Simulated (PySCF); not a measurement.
A structure optimised at PBE-D3(BJ)/def2-SVP, used in a PySCF frequency run:

```xyz
10

O      1.6123     0.0759    -1.3707
Si     0.4490     0.0340    -0.1795
Cl     1.3488    -0.3975     1.6519
N     -0.5303     1.5528    -0.0081
C     -1.7201     1.1020    -0.2720
Si    -1.6778    -0.7994    -0.6919
H      2.4715     0.4601    -1.1165
H     -2.5944     1.7962    -0.2453
H     -2.4236    -1.7178     0.2430
H     -2.0464    -1.1538    -2.1105
```
Charge 0, spin multiplicity 1.

Problem. Write its SMILES and formula.

Solution. O[Si@@]1(Cl)N=C[SiH2]1, CH4ClNOSi2

Problem. What are its rotational constants (standard atomic weights)?

Solution. 2.7687, 1.3459, 1.2538 GHz
